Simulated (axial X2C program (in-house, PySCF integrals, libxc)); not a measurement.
# Low determinants of WP⁻ at the PBE0 level, scalar-relativistic

Computed with an in-house all-electron X2C program for linear molecules (integrals from PySCF). Spin-free means the one-electron spin-free X2C Hamiltonian. Basis: W dyall-acv3z [14s15p10d7f4g], P dyall-av3z [9s8p3d2f] (cores contracted in-house); Gaussian nuclei, density fitting, unrestricted open shells. Masses: W 183.951 u, P 30.974 u.

Search at 2.130 Å (vertical energies from the lowest determinant):

| ΔE (eV) | state | electrons beyond evenly filled partner blocks | electrons in σ, π, δ, φ |
| --- | --- | --- | --- |
| 0.00 | M_S = 1, Λ = 0 | δ+α, δ-α | 36 36 14 4 |
| 0.39 | M_S = 2, Λ = 1 | σα, π+α, δ+α, δ-α | 35 37 14 4 |
| 0.62 | M_S = 2, Λ = 0 | 2 × σα, δ+α, δ-α | 36 36 14 4 |
| 0.97 | M_S = 0, Λ = 4 | δ+α, δ+β | 36 36 14 4 |
| 0.97 | M_S = 0, Λ = 0 | δ+β, δ-α | 36 36 14 4 |
| 1.17 | M_S = 1, Λ = 1 | σα, π+β, δ+α, δ-α | 35 37 14 4 |
| 1.39 | M_S = 0, Λ = 3 | π+α, δ+β | 36 37 13 4 |

Lowest determinant, M_S = 1, Λ = 0 (beyond evenly filled blocks: δ+α, δ-α): Re = 2.125 Å, ωe = 510.5 cm⁻¹.

The determinant in row 2 of the search, M_S = 2, Λ = 1 (beyond evenly filled blocks: σα, π+α, δ+α, δ-α), was followed along the bond at PBE0; measured from the minimum of the lowest determinant it gives:

Te = 0.377 eV (3042 cm⁻¹), Re = 2.158 Å, ωe = 474.8 cm⁻¹.

(1) Compare the bond of the determinant in row 2 with that of the lowest one.

The search compares states at one distance, so a state with another bond length can lie lower; it is not exhaustive and yields mostly the lowest determinant of each block pattern, so other components and higher states of one pattern are missing. These are energies of single determinants, not of spin-adapted states; PBE0 term energies can be off by some tenths of an eV, and the functional has no current term. The lowest determinant need not be the ground state where others lie within half an eV. For an anion, determinants above electron detachment are held by the basis set. Spin–orbit coupling is large for these atoms, so the spin-free order is a model. The highest occupied level of some functionals is positive through self-interaction error; at Hartree–Fock it is bound. Row 1 is spin-contaminated (⟨S²⟩ = 2.43 against 2.00), so its values are not those of a pure state. Row 2 is spin-contaminated (⟨S²⟩ = 6.23 against 6.00), so its values are not those of a pure state. Row 1 has a positive highest level at its minimum. Row 2 has a positive highest level at its minimum.

Answers

(1) At PBE0 its Re is 0.033 Å longer and its force constant, which goes as ωe², is 0.87 times that of the lowest determinant. This determinant mixes spin states, so it has no term energy of its own.
